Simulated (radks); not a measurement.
The numbers below are computed, except where a source is named.
Question: The copper ion Cu3+, configuration [Ar] 3d8 (the NIST ground configuration). Level of theory: non-relativistic Kohn-Sham, PBE, spin-polarised, spherical densities, point nucleus; open shells are filled with parallel spins first (a radial shooting solver on a logarithmic mesh with Libxc functionals). Some entries of the table are withheld. Estimate them.

orbital  occ.  eigenvalue (eV)  <r> (bohr)  <1/r> (bohr^-1)
1s down     1        -8793.171     0.05291            28.51
1s up       1        -8793.169     0.05291            28.51
2s up       1        -1087.861      0.2388            6.190
2s down     1        -1086.531      0.2386            6.195
2p up       3        -959.3770      0.2079            6.152
2p down     3        -958.3971      0.2077            6.157
3s up       1              (1)      0.7144            1.980
3s down     1              (2)      0.7159            1.975
3p up       3        -117.9496      0.7394            1.858
3p down     3        -115.5203      0.7419            1.851
3d up       5              (3)      0.8469            1.540
3d down     3              (4)      0.8602            1.524

Answer: 
(1) 3s up eigenvalue (eV): -158.1007
(2) 3s down eigenvalue (eV): -155.6399
(3) 3d up eigenvalue (eV): -50.2832
(4) 3d down eigenvalue (eV): -47.9593
